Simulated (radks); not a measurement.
Ta3+, configuration [Kr] 4d10 4f14 5s1 5p6 5d3 (not the ground configuration).

Method: scalar-relativistic Kohn-Sham, r2SCAN, spin-unpolarised, spherical densities, finite nucleus; meta-GGA in the generalised Kohn-Sham scheme; Fermi nuclear charge, rms radius 5.3507 fm; computed with a radial shooting solver on a logarithmic mesh with Libxc functionals.

Energy parts (hartree):
| part | energy |
|---|---|
| total | -15599.4912 |
| kinetic | 17134.6684 |
| electron-nucleus | -38440.4038 |
| Hartree | 6020.7755 |
| exchange-correlation | -314.5313 |

Orbitals (lengths in bohr, moments of r in powers of bohr; <r^-3> diverges for s and p1/2):
orbital  occ.  eigenvalue (hartree)   <1/r>      <r^2>  <r^-3>
1s          2             -2479.525   85.40  0.0004789       -
2s          2             -427.9530   19.97   0.007374       -
2p          6             -375.1084   18.15   0.006085   18750
3s          2             -99.31824   7.404    0.04785       -
3p          6             -83.52436   6.845    0.04859    4171
3d         10             -65.06011   6.462    0.04040   537.2
4s          2             -21.41322   3.129     0.2377       -
4p          6             -16.21034   2.849     0.2703   956.2
4d         10              -9.51290   2.530     0.3169   105.3
4f         14              -2.11509   2.015     0.5022   17.42
5s          1              -3.89406   1.219      1.340       -
5p          6              -2.61105   1.034      1.804   138.0
5d          3              -1.12659  0.7242      3.627   8.472

The highest occupied level is 5d at -30.656 eV. Summed over all electrons, <r^2> = 36.18 bohr^2, which gives a Langevin (diamagnetic) susceptibility term of -28.7 x 10^-6 cm^3/mol. The density falls to 0.001 e/bohr^3 at r = 3.44 bohr.
